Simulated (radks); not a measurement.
Results of a calculation; reference values are marked as such.
Sb2+, configuration [Kr] 4d10 5s2 5p1. Level of theory: Dirac Kohn-Sham, BLYP, spin-unpolarised, spherical densities, point nucleus; open shells fill j = l - 1/2 first (a radial shooting solver on a logarithmic mesh with Libxc functionals).

Normalised radial functions P(r) = r R(r) (large component), r in bohr:

```
   r/bohr * 4s1/2, o 4p3/2, + 5p3/2 (the largest magnitude, 1.32, reaches the edge; | marks zero, & curves that meet)
0.0009812                             &*
 0.001309                             &*
 0.001745                             & *
 0.002328                             & *
  0.00308                             &  *
 0.004108                             &   *
  0.00548                             &   *
 0.007308                             +o   *
 0.009748                             +o    *
    0.013                             |+o   *
   0.0172                             |+ o  *
  0.02294                             |+  o*
   0.0306                             | &   o
  0.04081                           * | +     o
  0.05444                       *     |  +     o
   0.0726                   *         |  +     o
  0.09607                    *        | +   o
   0.1281                          *  &
   0.1709                     o    +  |      *
   0.2279               o         +   |              *
    0.304                  o       +  |           *
   0.4055                           * |&
   0.5408         *                   |     +         o
   0.7155  *                          |      +                 o
   0.9543        *                    | +                   o
    1.273                  *    +     |            o
    1.698                 +        *  |    o
    2.264              +             *|o
     3.02                 +           &
    3.996                      +      &
     5.33                           + &
    7.108                             &
```

4s1/2: eigenvalue -166.69 eV, 3 radial nodes at r = 0.0355, 0.142, 0.392 bohr, <r> = 0.790 bohr, 90 % of the charge inside 1.14 bohr. 4p3/2: eigenvalue -117.04 eV, 2 radial nodes at r = 0.128, 0.399 bohr, <r> = 0.861 bohr, 90 % of the charge inside 1.27 bohr. 5p3/2 (empty): eigenvalue -19.709 eV, 3 radial nodes at r = 0.127, 0.387, 1.05 bohr, <r> = 2.54 bohr, 90 % of the charge inside 3.72 bohr.
